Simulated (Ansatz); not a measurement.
System: C₃H₆O (charge 0, singlet). 
Coordinates optimised at B3LYP-D3(BJ)/def2-TZVP (Ansatz, an electronic-structure program):
```xyz
10

C     -1.5095     0.1353    -0.0295
C     -0.1424    -0.4792    -0.1055
C      1.0242     0.2621    -0.5856
O      0.8383     0.0192     0.8123
H     -2.0569    -0.2511     0.8326
H     -2.0846    -0.1000    -0.9282
H     -1.4388     1.2192     0.0666
H     -0.1200    -1.5621    -0.2107
H      0.9041     1.2970    -0.8935
H      1.8563    -0.2662    -1.0411
```

Quantity: atomisation energy (electronic, to ground-state atoms), in kJ/mol. Cores are frozen in the correlated levels unless marked. UHF or UKS for open shells. Spin-orbit coupling is left out. Non-relativistic. The coupled-cluster limit lacks core correlation, which all-electron functionals hold. CBS marks a two-point X^-3 extrapolation of the correlation energy; Hartree-Fock from the larger set. [CCSD(T)-MP2]/basis is that difference in the basis named.

| level | program | atomisation energy (kJ/mol) |
|---|---|---|
| SVWN5/def2-TZVPD | Ansatz | … |
| BLYP/def2-TZVPD | Ansatz | … |
| revPBE-D4/def2-TZVPD | Ansatz + dftd4 | … |
| HSE06-D4/def2-TZVPD | Ansatz + dftd4 | 4004.7 |
| CAM-B3LYP-D3(BJ)/def2-TZVPD | Ansatz + dftd3 | 3985.9 |
| RI-MP2/CBS(aug-cc-pVTZ,aug-cc-pVQZ)+[CCSD(T)-MP2]/aug-cc-pVTZ | Ansatz | 3972.3 |

**Question.** Some entries are withheld; supply them.

**Answer.** 
- SVWN5/def2-TZVPD, atomisation energy (kJ/mol): 4581.4
- BLYP/def2-TZVPD, atomisation energy (kJ/mol): 3935.0
- revPBE-D4/def2-TZVPD, atomisation energy (kJ/mol): 3980.0
